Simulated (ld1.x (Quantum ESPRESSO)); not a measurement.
# Plane-wave convergence, TM potential for Si (Z = 14)

| Property | Result |
| --- | --- |
| Element | Si (Z = 14) |
| Generator | ld1.x (Quantum ESPRESSO) 7.5 |
| Type | norm-conserving Troullier–Martins (Kleinman–Bylander form) |
| Functional | BLYP |
| Relativity | non-relativistic |
| Frozen core | [Ne] |
| Valence charge | 4 |
| Reference configuration | 3s1.75 3p2.25 |
| Partial waves | 3s (bound): rc 1.45 bohr; 3p (bound): rc 1.80 bohr; 3d channel at 0.45 Ry: rc 1.40 bohr |
| Local potential | the d channel |
| Core correction | none |

The pseudo-atom Hamiltonian at the reference potential is diagonalised in spherical Bessel functions j_l(qr) that vanish at 20 bohr, with q² up to the cutoff. All-electron valence levels (Ry): 3s -0.7963, 3p -0.3002.

Q: How do the lowest levels (Ry) of each channel move with the cutoff, and are there ghosts?

A:

| cutoff (Ry) | s #1 | s #2 | p #1 | d #1 | f #1 | Σ f·Δε (mRy) |
| --- | --- | --- | --- | --- | --- | --- |
| 8 | -0.7689 | -0.0307 | -0.2997 | 0.0488 | 0.1022 | 49.2 |
| 12 | -0.7882 | -0.0316 | -0.2998 | 0.0486 | 0.1022 | 15.0 |
| 18 | -0.7934 | -0.0318 | -0.3001 | 0.0486 | 0.1022 | 5.4 |
| 25 | -0.7935 | -0.0320 | -0.3001 | 0.0485 | 0.1022 | 5.0 |
| 35 | -0.7950 | -0.0336 | -0.3002 | 0.0485 | 0.1022 | 2.3 |
| 45 | -0.7957 | -0.0359 | -0.3002 | 0.0484 | 0.1022 | 1.1 |
| 55 | -0.7957 | -0.0367 | -0.3002 | 0.0484 | 0.1022 | 1.0 |
| 70 | -0.7961 | -0.0367 | -0.3002 | 0.0484 | 0.1022 | 0.4 |
| 400 | -0.7963 | -0.0368 | -0.3002 | 0.0484 | 0.1022 | 0.0 |

Result: no extra level below or beside the all-electron valence levels (s, p, d, f tested); 10 mRy is reached at 15 Ry and 1 mRy at 55 Ry.

Its largest configuration-test error is +899 meV.
